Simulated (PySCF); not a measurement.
**Orbital picture of MoS**

M06 at R = 2.135 Å; basis Mo x2c-TZVPPall, S x2c-TZVPPall; spin-free X2C with a Gaussian nucleus; PySCF 2.14. State: ⁵Π (quintet), unpaired electrons σ ↑, π ↑, δ ↑↑. Only the outer orbitals are listed, counted within each symmetry.

| spin | orbital | occ. | ε (eV) | on Mo (%) | main shells (%) |
| --- | --- | --- | --- | --- | --- |
| α | 12σ | 1 | -17.95 | 8 | 92 S s |
| α | 13σ | 1 | -8.59 | 42 | 54 S p, 40 Mo d |
| α | 6π | 1 | -8.16 | 55 | 55 Mo d, 44 S p |
| α | 6π | 1 | -7.71 | 46 | 53 S p, 44 Mo d |
| α | 2δ | 1 | -6.77 | 100 | 100 Mo d |
| α | 2δ | 1 | -6.74 | 99 | 98 Mo d |
| α | 14σ | 1 | -5.75 | 87 | 56 Mo s, 31 Mo d, 13 S p |
| α | 7π | 1 | -5.07 | 52 | 48 S p, 41 Mo d, 11 Mo p |
| α | 7π | 0 | -2.95 | 65 | 49 Mo d, 35 S p, 16 Mo p |
| α | 15σ | 0 | -1.94 | 82 | 36 Mo p, 27 Mo s, 18 Mo d |
| α | 8π | 0 | -0.57 | 91 | 79 Mo p, 12 Mo d, 8 S p |
| β | 11σ | 1 | -41.58 | 99 | 99 Mo p |
| β | 5π | 1 | -41.10 | 100 | 100 Mo p |
| β | 5π | 1 | -40.48 | 100 | 100 Mo p |
| β | 12σ | 1 | -18.06 | 7 | 92 S s |
| β | 13σ | 1 | -8.04 | 28 | 68 S p, 22 Mo d |
| β | 6π | 1 | -7.53 | 23 | 76 S p, 21 Mo d |
| β | 6π | 1 | -7.17 | 23 | 76 S p, 20 Mo d |
| β | 14σ | 0 | -2.15 | 101 | 57 Mo s, 41 Mo d |
| β | 7π | 0 | -1.64 | 79 | 74 Mo d, 18 S p |
| β | 2δ | 0 | -1.50 | 99 | 99 Mo d |

Task: Which are the highest filled and the lowest empty level, where do they sit, and how wide is the gap?

Result: Highest filled α 7π at -5.07 eV (in %: 48 S p, 41 Mo d, 11 Mo p); lowest empty α 7π at -2.95 eV (in %: 49 Mo d, 35 S p, 16 Mo p); the gap at M06 is 2.12 eV. Both belong to one degenerate shell, split only by its one-sided filling, so this is no excitation gap.

```
bond order (Mayer)                              : 2.40
⟨S²⟩                                            : 6.074
charge on Mo (Mulliken, basis-dependent)        : 0.31
charge on Mo (Löwdin, basis-dependent)          : -0.19
dipole moment (positive dipole means Mo(−)S(+)) : -4.67 D
```

Shares are Mulliken populations and can fall outside 0 to 100 %.

Spin–orbit coupling is left out. With d or f electrons several states lie close, and the lowest PBE0 determinant need not be the measured ground state.
